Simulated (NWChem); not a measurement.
System: ZrH₃F; SMILES [ZrH3][F]

NWChem input:

```
start job
memory heap 200 mb stack 900 mb global 1100 mb
geometry units angstroms
  Zr     0.000000     0.000000     0.234086
  F      0.000000     0.000000    -1.643152
  H      1.366279    -1.096913     0.818223
  H     -1.633094    -0.634776     0.818223
  H      0.266815     1.731689     0.818223
end
basis spherical
  Zr library def2-svp
  F library def2-svp
  H library def2-svp
end
ecp
  Zr library def2-ecp
end
dft
  xc becke88 lyp
  iterations 150
end
driver
  maxiter 120
end
task dft optimize
dft
  grid fine
  convergence energy 1d-8 density 1d-7
end
task dft freq numerical
```

Output (shortened):

```
             Northwest Computational Chemistry Package (NWChem) 7.3.0
             --------------------------------------------------------

 C3V symmetry detected

                             Geometry "geometry" -> ""
                             -------------------------

 Output coordinates in angstroms (scale by  1.889725989 to convert to a.u.)

  No.       Tag          Charge          X              Y              Z
 ---- ---------------- ---------- -------------- -------------- --------------
    1 Zr                  40.0000    -0.00000000     0.00000000     0.29120637
    2 F                    9.0000    -0.00000000    -0.00000000    -1.58603163
    3 H                    1.0000     1.23893839     1.23893839     0.87534337
    4 H                    1.0000     0.45348293    -1.69242132     0.87534337
    5 H                    1.0000    -1.69242132     0.45348293     0.87534337

 Effective nuclear repulsion energy (a.u.)     141.1150801990

      Symmetry information
      --------------------

 Group name             C3v
 Group number             17
 Group order               6
 No. of unique centers     3

                                Z-matrix (autoz)
                                --------

 Units are Angstrom for bonds and degrees for angles

      Type          Name      I     J     K     L     M      Value
      ----------- --------  ----- ----- ----- ----- ----- ----------
    1 Stretch                  1     2                       1.87724
    2 Stretch                  1     3                       1.84693
    3 Stretch                  1     4                       1.84693
    4 Stretch                  1     5                       1.84693
    5 Bend                     2     1     3               108.43777
    6 Bend                     2     1     4               108.43777
    7 Bend                     2     1     5               108.43777
    8 Bend                     3     1     4               110.48461
    9 Bend                     3     1     5               110.48461
   10 Bend                     4     1     5               110.48461

                           NWChem Geometry Optimization
                           ----------------------------

 maximum gradient threshold         (gmax) =   0.000450
 rms gradient threshold             (grms) =   0.000300
 maximum cartesian step threshold   (xmax) =   0.001800
 rms cartesian step threshold       (xrms) =   0.001200
 fixed trust radius                (trust) =   0.300000
 source of zmatrix                         =   autoz

          -------------------
          Energy Minimization
          -------------------

 Using diagonal initial Hessian
 Scaling for Hessian diagonals: bonds = 1.00  angles = 0.25  torsions = 0.10

          --------
          Step   0

                                 NWChem DFT Module
                                 -----------------

 Summary of "ao basis" -> "ao basis" (spherical)
 ------------------------------------------------------------------------------
       Tag                 Description            Shells   Functions and Types
 ---------------- ------------------------------  ------  ---------------------
 Zr                         def2-svp                11       31   5s3p2d1f
 F                          def2-svp                 6       14   3s2p1d
 H                          def2-svp                 3        5   2s1p

      Symmetry analysis of basis
      --------------------------

        a1         22
        a2          2
        e          36

  Rotation of axis

            General Information
            -------------------
          SCF calculation type: DFT
          Wavefunction type:  closed shell.
          No. of atoms     :     5
          No. of electrons :    24
           Alpha electrons :    12
            Beta electrons :    12
          Charge           :     0
          Spin multiplicity:     1
          Use of symmetry is: on ; symmetry adaption is: on
          Maximum number of iterations: 150
          AO basis - number of functions:    60
                     number of shells:    26
          Convergence on energy requested:  1.00D-06
          Convergence on density requested:  1.00D-05
          Convergence on gradient requested:  5.00D-04

              XC Information
              --------------
                    Becke 1988 Exchange Functional  1.000
              Lee-Yang-Parr Correlation Functional  1.000

[...]

      ----------------------
      Optimization converged
      ----------------------

  Step       Energy      Delta E   Gmax     Grms     Xrms     Xmax
  ---- ---------------- -------- -------- -------- -------- --------
@    3    -148.58604942 -4.4D-07  0.00004  0.00001  0.00039  0.00096
                                     ok       ok       ok       ok

                                Z-matrix (autoz)
                                --------

 Units are Angstrom for bonds and degrees for angles

      Type          Name      I     J     K     L     M      Value     Gradient
      ----------- --------  ----- ----- ----- ----- ----- ---------- ----------
    1 Stretch                  1     2                       1.89559    0.00004
    2 Stretch                  1     3                       1.86474    0.00000
    3 Stretch                  1     4                       1.86474    0.00000
    4 Stretch                  1     5                       1.86474    0.00000
    5 Bend                     2     1     3               108.43059   -0.00000
    6 Bend                     2     1     4               108.43059   -0.00000
    7 Bend                     2     1     5               108.43059   -0.00000
    8 Bend                     3     1     4               110.49150    0.00000
    9 Bend                     3     1     5               110.49150    0.00000
   10 Bend                     4     1     5               110.49150    0.00000

                         Geometry "geometry" -> "geometry"
                         ---------------------------------

 Output coordinates in angstroms (scale by  1.889725989 to convert to a.u.)

  No.       Tag          Charge          X              Y              Z
 ---- ---------------- ---------- -------------- -------------- --------------
    1 Zr                  40.0000     0.00000000     0.00000000     0.29162902
    2 F                    9.0000     0.00000000     0.00000000    -1.60395652
    3 H                    1.0000     1.25093836     1.25093836     0.88117744
    4 H                    1.0000     0.45787522    -1.70881358     0.88117744
    5 H                    1.0000    -1.70881358     0.45787522     0.88117744

 Effective nuclear repulsion energy (a.u.)     139.7541598684

      Symmetry information
      --------------------

 Group name             C3v
 Group number             17
 Group order               6
 No. of unique centers     3

                Final and change from initial internal coordinates
                --------------------------------------------------

                                Z-matrix (autoz)
                                --------

 Units are Angstrom for bonds and degrees for angles

[...]

 Rotational Constants
 --------------------
 A=   1.781525 cm-1  (  2.563160 K)
 B=   0.265146 cm-1  (  0.381477 K)
 C=   0.265146 cm-1  (  0.381477 K)

 Temperature                      =   298.15K
 frequency scaling parameter      =   1.0000

 Zero-Point correction to Energy  =   11.792 kcal/mol  (  0.018792 au)
 Thermal correction to Energy     =   14.354 kcal/mol  (  0.022874 au)
 Thermal correction to Enthalpy   =   14.946 kcal/mol  (  0.023818 au)

 Total Entropy                    =   63.639 cal/mol-K
   - Translational                =   40.036 cal/mol-K (mol. weight = 111.9262)
   - Rotational                   =   19.889 cal/mol-K (symmetry #  =        3)
   - Vibrational                  =    3.714 cal/mol-K

 Cv (constant volume heat capacity) =   13.030 cal/mol-K
   - Translational                  =    2.979 cal/mol-K
   - Rotational                     =    2.979 cal/mol-K
   - Vibrational                    =    7.071 cal/mol-K

[normal modes left out]

 ----------------------------------------------------------------------------
 Normal Eigenvalue ||           Projected Infra Red Intensities
  Mode   [cm**-1]  || [atomic units] [(debye/angs)**2] [(KM/mol)] [arbitrary]
 ------ ---------- || -------------- ----------------- ---------- -----------
    1       -0.000 ||    0.000000           0.000         0.000       0.000
    2       -0.000 ||    0.000022           0.001         0.021       0.002
    3       -0.000 ||    0.000101           0.002         0.099       0.009
    4       -0.000 ||    0.000021           0.000         0.020       0.002
    5       -0.000 ||    0.000100           0.002         0.097       0.009
    6        0.000 ||    0.000000           0.000         0.000       0.000
    7      394.410 ||    0.045284           1.045        44.145       4.139
    8      394.410 ||    0.045284           1.045        44.145       4.139
    9      518.123 ||    0.154086           3.555       150.211      14.084
   10      622.425 ||    0.074922           1.729        73.037       6.848
   11      622.425 ||    0.074922           1.729        73.037       6.848
   12      712.733 ||    0.220899           5.096       215.344      20.191
   13     1649.735 ||    0.467186          10.778       455.436      42.702
   14     1649.735 ||    0.467186          10.778       455.436      42.702
   15     1688.579 ||    0.091073           2.101        88.782       8.324
 ----------------------------------------------------------------------------
```

Level: BLYP/def2-SVP with def2 effective core potentials on Zr. def2 effective core potentials on Zr; no spin-orbit coupling.
